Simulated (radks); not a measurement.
Ionisation of neutral germanium, [Ar] 3d10 4s2 4p2, to [Ar] 3d10 4s2 4p1 as the strength of local exchange is varied. Method: scalar-relativistic Kohn-Sham, Slater X-alpha exchange (alpha = 2/3 is LDA exchange), no correlation, spin-polarised, spherical densities, point nucleus; open shells are filled with parallel spins first; computed with a radial shooting solver on a logarithmic mesh with Libxc functionals.

alpha = 0.667: E(Ge) (hartree) -2093.11834; exchange (hartree) -73.68524; IE (eV) 7.218; -e of the level emptied (eV) 3.769 (4p); <r> of it (bohr) 2.924
alpha = 0.731: E(Ge) (hartree) -2100.20730; exchange (hartree) -81.03522; IE (eV) 7.782; -e of the level emptied (eV) 4.266 (4p); <r> of it (bohr) 2.847
alpha = 0.793: E(Ge) (hartree) -2107.09810; exchange (hartree) -88.20171; IE (eV) 8.346; -e of the level emptied (eV) 4.770 (4p); <r> of it (bohr) 2.778
alpha = 0.91: E(Ge) (hartree) -2120.16418; exchange (hartree) -101.84908; IE (eV) 9.459; -e of the level emptied (eV) 5.781 (4p); <r> of it (bohr) 2.661
alpha = 1.013: E(Ge) (hartree) -2131.73426; exchange (hartree) -113.99666; IE (eV) 10.490; -e of the level emptied (eV) 6.734 (4p); <r> of it (bohr) 2.569

NIST Atomic Spectra Database: 7.899 eV (measured). The Delta-SCF value meets it near alpha = 0.74. Open shells are spherical and high-spin; term and fine-structure splittings are not resolved.
